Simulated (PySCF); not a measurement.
**Broadened absorption spectrum of C5H6F2OSi**

Compound: C5H6F2OSi.
SMILES: `O=C1C=C(C(F)F)C[SiH2]1`

Method used: TDDFT CAM-B3LYP/def2-SVPD, vertical, gas phase, core orbitals frozen in the response (PySCF). Geometry: GFN2-xTB, one conformer, isolated molecule. Torsions of this conformer, `[O:1]=[C:2]1[CH:3]=[C:4]([CH:5]([F:6])[F:7])[CH2:8][SiH2:9]1`: C3–C4–C5–F6 -4°.

Broadening: Gaussians 0.3 eV wide at half height, area fixed by f = 4.319×10⁻⁹ ∫ε dν̃. The cross-section is σ = 3.8235×10⁻²¹ ε cm², given in Mb (10⁻¹⁸ cm²). The width is an assumption, not a result. The curve ends short of the highest state used, and states not computed would add to its high-energy end.

```csv
E (eV),σ (Mb)
2.52,0.00
2.60,0.00
2.68,0.02
2.76,0.08
2.83,0.16
2.91,0.26
2.99,0.29
3.07,0.21
3.15,0.11
3.23,0.04
3.31,0.01
3.38,0.00
3.46,0.00
3.54,0.00
3.62,0.00
3.70,0.00
3.78,0.00
3.86,0.00
3.93,0.00
4.01,0.00
4.09,0.00
4.17,0.00
4.25,0.00
4.33,0.00
4.41,0.00
4.48,0.00
4.56,0.00
4.64,0.00
4.72,0.00
4.80,0.00
4.88,0.00
4.95,0.00
5.03,0.00
5.11,0.00
5.19,0.00
5.27,0.03
5.35,0.32
5.43,2.16
5.50,8.36
5.58,27.08
5.66,59.15
5.74,87.12
5.82,86.55
5.90,58.13
5.98,26.87
6.05,11.47
6.13,7.69
6.21,12.01
6.29,17.12
6.37,17.68
6.45,13.61
6.53,8.41
6.60,4.80
6.68,2.11
6.76,0.71
6.84,0.17
```

Question: Where are the band maxima, and which computed states make them?

Answer: 418 nm (2.97 eV), ε about 76, made up of S1 (100%); 215 nm (5.78 eV), ε about 24000, made up of S2 (100%); 196 nm (6.34 eV), ε about 4700, made up of S4 (91%) (ε in L mol⁻¹ cm⁻¹; maxima over ε = 5, shares over 10%). The states used: S1 2.97 eV (f 0.0008); S2 5.78 eV (f 0.265); S3 6.03 eV (f 0.0010); S4 6.32 eV (f 0.049); S5 6.44 eV (f 0.0008); S6 6.52 eV (f 0.011); S7 7.41 eV (f 0.067); S8 7.44 eV (f 0.028).

Question: What would ε be at 5.78 eV, the highest of these maxima, with half the width (0.15 eV)?

Answer: About 47700 L mol⁻¹ cm⁻¹ against 23900, a factor of about 2.00; a lone state at its own centre would give exactly 2.

Question: Does any computed singlet lie in the visible range?

Answer: S1 lies in the visible range (380 to 750 nm), at 418 nm, f = 0.0008; light of that wavelength is violet, and its complementary colour is yellow-green; a Tamm–Dancoff triplet lies at 509 nm, without intensity as long as spin–orbit coupling is left out.

Question: On this curve, what absorbance would a 10⁻³ mol/L sample give at 405 nm over a 1 cm path?

Answer: 405 nm is 3.061 eV, where ε is about 59 L mol⁻¹ cm⁻¹, so A = ε c l ≈ 0.059 (Beer–Lambert, with the gas-phase spectrum and the assumed width).
